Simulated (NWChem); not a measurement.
System meant: TiF3, doublet; SMILES [F][Ti]([F])[F]

Here is an NWChem input.

```
start job
memory heap 200 mb stack 900 mb global 1100 mb
geometry units angstroms noautoz
  Ti     0.000000     0.000000     0.000000
  F     -1.687108     0.504913     0.000000
  F      1.280822     1.208622     0.000000
  F      0.406286    -1.713535     0.000000
end
basis spherical
  Ti library def2-svp
  F library def2-svp
end
dft
  odft
  mult 3
  xc pbe0
  iterations 150
  mulliken
end
task dft energy
```

End of the output:

```
 ==============================================================================
                                 internuclear angles
 ------------------------------------------------------------------------------
        center 1       |       center 2       |       center 3       |  degrees
 ------------------------------------------------------------------------------
    2 F                |   1 Ti               |   3 F                |   120.00
    2 F                |   1 Ti               |   4 F                |   120.00
    3 F                |   1 Ti               |   4 F                |   120.00
 ------------------------------------------------------------------------------
                            number of included internuclear angles:          3
 ==============================================================================

 Summary of "ao basis" -> "" (spherical)
 ------------------------------------------------------------------------------
       Tag                 Description            Shells   Functions and Types
 ---------------- ------------------------------  ------  ---------------------
 Ti                         def2-svp                11       31   5s3p2d1f
 F                          def2-svp                 6       14   3s2p1d

                                 NWChem DFT Module
                                 -----------------

 Summary of "ao basis" -> "ao basis" (spherical)
 ------------------------------------------------------------------------------
       Tag                 Description            Shells   Functions and Types
 ---------------- ------------------------------  ------  ---------------------
 Ti                         def2-svp                11       31   5s3p2d1f
 F                          def2-svp                 6       14   3s2p1d

      Symmetry analysis of basis
      --------------------------

        a1'        15
        a1"         1
        a2'         4
        a2"         7
        e'         32
        e"         14

  Rotation of axis
  number of electrons :                   49
  multiplicity        :                    3
 ------------------------------------------------------------------------
  no. of electrons and multiplicity not compatible                  49
 ------------------------------------------------------------------------
 ------------------------------------------------------------------------
  current input line :
    20: task dft energy
 ------------------------------------------------------------------------
 ------------------------------------------------------------------------
 There is an error in the input file
 ------------------------------------------------------------------------
 For more information see the NWChem manual at https://nwchemgit.github.io

0: no. of electrons and multiplicity not compatible:Received an Error in Communication
```

Find the fault in this run and fix the input.

The input was rejected before any calculation. Cause: the multiplicity doesn't fit the number of electrons (an even count wants an odd multiplicity, and the reverse). This input runs:
```
start job
memory heap 200 mb stack 900 mb global 1100 mb
geometry units angstroms noautoz
  Ti     0.000000     0.000000     0.000000
  F     -1.687108     0.504913     0.000000
  F      1.280822     1.208622     0.000000
  F      0.406286    -1.713535     0.000000
end
basis spherical
  * library def2-svp
end
dft
  odft
  mult 2
  xc pbe0
  iterations 150
  mulliken
end
task dft energy
```
It converges to -1148.36399 Ha (PBE0/def2-SVP, spin-unrestricted).
